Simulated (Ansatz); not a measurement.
Reaction (ligand exchange at a B–N bond): `NB(F)Cl` + H–F → `FB(F)Cl` + NH₃

Calculated with Ansatz (gas phase, PBE0-D4/def2-TZVP geometries, no zero-point term in ΔE). CCSD(T)/CBS is the MP2 limit (def2-TZVPP, def2-QZVPP) plus CCSD(T) − MP2 in def2-TZVPP, frozen cores. This one scheme is used for every species. DFT in def2-TZVPP. One conformer a species, not always the lowest.

CCSD(T)/CBS gives -16.2 kJ/mol.

Q: Another level gave -23.3 kJ/mol. Which?
A. LDA (SPW92)/def2-TZVPP
B. B97M-V/def2-TZVPP
C. r2SCAN/def2-TZVPP
D. PBE-D4/def2-TZVPP

A: C. r2SCAN -23.3, PBE-D4 -16.9, B97M-V -29.9, LDA (SPW92) -11.8 kJ/mol.

Q: What do rigid-rotor, harmonic-oscillator terms from PBE0-D4/def2-TZVP frequencies (298.15 K, 1 bar) make of the CCSD(T)/CBS value? (Estimate.)

A: Computed: ΔZPE = +1.1 kJ/mol, ΔH = -15.3 kJ/mol, ΔS = 6 J/(mol·K), ΔG = -17.0 kJ/mol.

Largest T1 diagnostic among the species: 0.012.

Leaving LDA and LC-ωPBE aside and taking each functional with its dispersion term where it has one, the values spread over 14.6 kJ/mol, from B97M-V to PBE0-D4. LDA lies +7.5 kJ/mol from PBE without D4. The D4 term adds +3.9 kJ/mol with B3LYP and +2.0 kJ/mol with PBE0; it sums over pairs of atoms, weighted by their polarisabilities, and B3LYP, whose exchange is more repulsive, gets the larger term.

B3LYP here is the variant with VWN-RPA as its local correlation; programs differ in this.
